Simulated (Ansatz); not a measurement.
Consider the substitution at a C–B bond: `COCBC=N` + `OCS` → `N=CSCO` + `BCOC`.

Gas-phase electronic energies from Ansatz, PBE0-D4/def2-TZVP geometries. CBS: MP2 limit from def2 TZ/QZ plus the TZ coupled-cluster correction, frozen cores. Functionals use def2-TZVPP. B3LYP here is the variant with VWN-RPA as its local correlation; programs differ in this. One conformer a species, not always the lowest.

| species | B3LYP-D4 energy (Eh) |
| --- | --- |
| `COCBC=N` | -274.03459 |
| `OCS` | -514.00306 |
| `N=CSCO` | -607.49542 |
| `BCOC` | -180.54311 |

(1) Work out ΔE.

Largest T1 diagnostic among the species: 0.014.

Answers

(1) ΔE = (-607.49542) + (-180.54311) − (-274.03459) − (-514.00306) = -0.00088 Eh = -0.02 eV. CCSD(T)/CBS gives +0.05 eV.

From PBE to PBE0 (25 % exact exchange), in def2-TZVPP and without D4, ΔE moves by +0.07 eV. The D4 term adds −0.05 eV with B3LYP and −0.02 eV with PBE0; it sums over pairs of atoms, weighted by their polarisabilities, and B3LYP, whose exchange is more repulsive, gets the larger term. In def2-TZVPP, CCSD(T) changes the Hartree–Fock value by −0.13 eV (the triples alone add −0.05 eV) and MP2 by −0.21 eV.
